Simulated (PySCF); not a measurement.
Computed Raman spectrum (relative Raman activity) of a molecule C2H9NSi. Coordinates come from a B3LYP-D3(BJ)/def2-SVP optimisation. The values are those of a single conformer. Computed with PySCF 2.14.0 with B3LYP-D3(BJ)/def2-SVP. Frequencies are harmonic and unscaled.

Lines under 2 % of the strongest are left out, and lines within 2 cm⁻¹ are merged.

ν (cm⁻¹): 663 (w), 709 (w), 748 (w), 788 (vw), 878 (w), 943 (w), 970 (w), 1432 (w), 1438 (w), 1455 (w), 1469 (w), 1496 (w), 2147 (s), 2215 (s), 2964 (vs), 3029 (s), 3043 (vs), 3091 (m), 3116 (s), 3127 (s), 3590 (s) (against the strongest line: vs over 80 %, s over 45 %, m over 15 %, w over 4 %, vw less)

Task: Which structure fits?
A. C[SiH](C)N
B. CCN[SiH3]
C. CN[SiH2]C
D. CNC[SiH3]

Result: C, CN[SiH2]C
